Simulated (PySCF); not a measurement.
Structure problem from calculated spectra and properties.

Formula: C8H23N3Si.

- 1H NMR: chemical shifts (computed TMS as zero) by class: 3.02 (6 H), 1.03 (9 H), 0.99 (3 H), 0.27 (2 H), 0.11 (3 H) ppm [GIAO KT2/pcSseg-1]
- UV, strongest line: among the 10 lowest singlet transitions: S3 at 5.81 eV (213 nm, f = 0.029) [TDDFT B3LYP/def2-SVPD]
- 13C NMR: chemical shifts (computed TMS as zero) by class: 40.7 (3 C), 24.2 (3 C), 10.3 (1 C), 9.4 (1 C) ppm [GIAO KT2/pcSseg-1]
- Rotational structure: rotational constants A, B, C: 0.688, 0.606, 0.481 GHz [PBE0-D3(BJ)/def2-SVP]
- Triplet: lowest triplet excitation (Tamm–Dancoff): 5.22 eV [TDA B3LYP/def2-SVPD]
- Polarisability: 150.4 au [B3LYP/def2-SVPD]
- NMR, other nuclei: isotropic shieldings of nuclei other than C and H, by class: 205 (3 N), 388 (1 Si) ppm [GIAO KT2/pcSseg-1]
- UV, first state: lowest singlet excitation: 5.33 eV (233 nm, f = 0.019) [TDDFT B3LYP/def2-SVPD]

Electronic properties: PySCF, gas phase, density fitting. Levels stand in brackets. Isolated species at its PBE0-D3(BJ)/def2-SVP geometry (one conformer only). NMR classes are plain means over equivalent atoms (diastereotopic ones count apart unless rotation or inversion swaps them), as if these changed places fast.

Question: Give a SMILES that accounts for the data.

Answer: 8 carbons fall into 4 classes; from least to most shielded: carbon bonded to C, N and 2 H (40.7 ppm, 3 C), carbon bonded to C and 3 H (24.2 ppm, 3 C), carbon bonded to C and 3 H (10.3 ppm), carbon bonded to C, Si and 2 H (9.4 ppm). Hydrogen classes from least to most shielded: 6 H on 3 like atoms (carbon bonded to C, N and 2 H) (3.02 ppm), 9 H on 3 like atoms (carbon bonded to C and 3 H) (1.03 ppm), 3 H on a carbon bonded to C and 3 H (0.99 ppm), 2 H on a carbon bonded to C, Si and 2 H (0.27 ppm), 3 H on 3 like atoms (nitrogen bonded to C, Si and H) (0.11 ppm). The other shieldings belong to: 205 ppm, nitrogen bonded to C, Si and H; 388 ppm, silicon bonded to C and 3 N. The optimised geometry has point group C1 and is an asymmetric top. Structure: `CCN[Si](CC)(NCC)NCC` (SiEt(NHEt)3). Computed isomers that give other values at the same levels: `CC[Si](N(C)C)(N(C)C)N(C)C` (13C chemical shifts (computed TMS as zero) by class: 39.5 (6 C), 11.5 (1 C), 9.8 (1 C) ppm). The assignments are read from this structure; whether some other isomer fits the data as well wasn't checked.
